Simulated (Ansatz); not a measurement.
`N[Si](N)(N)O` + `Cl[SiH2][SeH]` → `N[Si](N)(N)Cl` + `O[SiH2][SeH]`  (redistribution)

Isolated molecules relaxed with PBE0-D4/def2-TZVP in Ansatz; ΔE leaves out vibrations. CCSD(T)/CBS is the MP2 limit (def2-TZVPP, def2-QZVPP) plus CCSD(T) − MP2 in def2-TZVPP, frozen cores. DFT in def2-TZVPP. HSE06 is defined as in plane-wave codes. For Se outer-core shells are correlated without core-valence functions, which leaves a few kJ/mol of doubt a bond. Scalar relativity is left out up to krypton. Each species was taken in one conformer, which may not be the lowest.

`N[Si](N)(N)O`:

Z-matrix (Å, degrees):
```
Si
N 1 1.706
N 1 1.720 2 123.3
N 1 1.706 2 105.4 3 117.2
O 1 1.651 2 101.0 3 -116.5
H 2 1.005 1 121.7 3 -63.1
H 2 1.005 1 120.3 3 88.5
H 3 1.007 1 119.1 2 72.9
H 3 1.007 1 119.3 2 -67.7
H 4 1.006 1 119.9 2 41.3
H 4 1.006 1 121.1 2 -170.2
H 5 0.958 1 114.8 2 169.6
```

`Cl[SiH2][SeH]`:

```xyz
6

Cl    1.798    1.380   -0.615
Si    0.404   -0.084   -0.288
Se   -1.162    0.835    1.075
H    -0.171   -0.485   -1.592
H     1.079   -1.238    0.348
H    -1.948   -0.409    1.071
```

`N[Si](N)(N)Cl`:

```xyz
11

N    -1.379   -0.513    0.711
Si    0.016    0.244    0.098
N     1.401   -0.625    0.566
N    -0.075    0.341   -1.596
Cl    0.144    2.177    0.877
H    -2.217    0.005    0.914
H    -1.266   -1.309    1.315
H     1.876   -0.440    1.433
H     2.027   -0.954   -0.149
H    -0.900   -0.005   -2.057
H     0.371    1.080   -2.113
```

`O[SiH2][SeH]`:

Z-matrix (Å, degrees):
```
Si
Se 1 2.282
O 1 1.641 2 113.4
H 1 1.477 2 107.8 3 116.2
H 1 1.484 2 106.6 3 -123.6
H 2 1.468 1 92.5 3 97.5
H 3 0.959 1 117.7 2 -46.2
```

```csv
level,ΔE (kJ/mol),difference from CCSD(T)/CBS
LDA (SPW92),-2.5,-6.0
revPBE-D4,-2.0,-5.5
B97M-V,1.9,-1.6
r2SCANh-D4,0.6,-2.9
ωB97X-V,0.4,-3.1
ωB97M-V,0.1,-3.4
PBE,-1.7,-5.2
revPBE,-1.5,-5.0
HSE06,0.3,-3.2
RPA@PBE/def2-TZVPP,7.2,3.7
CCSD/def2-SVP,0.3,-3.2
CCSD(T)/def2-SVP,0.1,-3.4
MP2/def2-TZVPP,3.0,-0.5
CCSD(T)/def2-TZVPP,4.5,1.0
HF/def2-QZVPP,3.2,-0.3
MP2/def2-QZVPP,2.4,-1.1
CCSD(T)/CBS,3.5,0
```

Largest T1 diagnostic among the species: 0.010.

From BLYP to BHLYP (50 % exact exchange), in def2-TZVPP and without D4, ΔE moves by +3.3 kJ/mol. At CCSD(T), def2-SVP lies −3.4 kJ/mol from the extrapolated value and def2-TZVPP +1.0 kJ/mol. Leaving LDA and LC-ωPBE aside and taking each functional with its dispersion term where it has one, the values, not all of them listed here, spread over 4.8 kJ/mol, from BLYP-D4 to PBE-QIDH.
